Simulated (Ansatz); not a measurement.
The first iterations of a band of BFH2O + H2O (8 atoms, charge 0, multiplicity 1).

Computed with RKS r2SCAN-D4/def2-SVP (Ansatz 0.2.0).

```yaml
movable_images: 7
climbing_image: yes
spring: 5.0 eV/Å²
optimiser: quadratic models (default)
start_path: through a guess of the saddle point
force_threshold: 0.03 eV/Å
iteration_limit: 60
end_points: relaxed
```

First end point:

```xyz
8
Properties=species:S:1:pos:R:3
B -0.124 -0.168 -0.052
F -0.205 -0.879 1.103
O 1.086 -0.150 -0.697
H 1.758 -0.613 -0.178
H -1.125 0.093 -0.664
O -0.021 1.694 0.950
H 0.871 1.967 0.688
H 0.072 1.401 1.869
```

Last end point:

```xyz
8
Properties=species:S:1:pos:R:3
B 0.210 0.418 -0.257
F -0.559 -0.224 2.407
O 1.465 0.033 -0.597
H 1.485 -0.763 -1.141
H -0.793 -0.134 -0.629
O 0.073 1.525 0.546
H 0.938 1.907 0.761
H -0.507 0.581 1.928
```

| iteration | highest image above the first end (eV) | largest band force component (eV/Å) |
| --- | --- | --- |
| 1 | 5.829 | 28.893 |
| 2 | 2.913 | 3.396 |
| 3 | 1.968 | 2.333 |
| 4 | 1.205 | 1.152 |

**Question.** Does the band converge within its limit, and where does its top end?

**Answer.** The forces met the threshold. It ended after 13 iterations with the highest image 0.771 eV above the first end. A vibrational analysis at the climbing image gives one clearly imaginary mode, 866i cm⁻¹: a first-order saddle point. The orbitals stay closed-shell, which can raise the energy where a bond breaks towards radicals; this wasn't checked here.

Run time: 55 s on 2 threads of AMD EPYC 9R45 96-Core Processor (Zen 5), with other jobs on the host, peak memory 0.17 GiB.
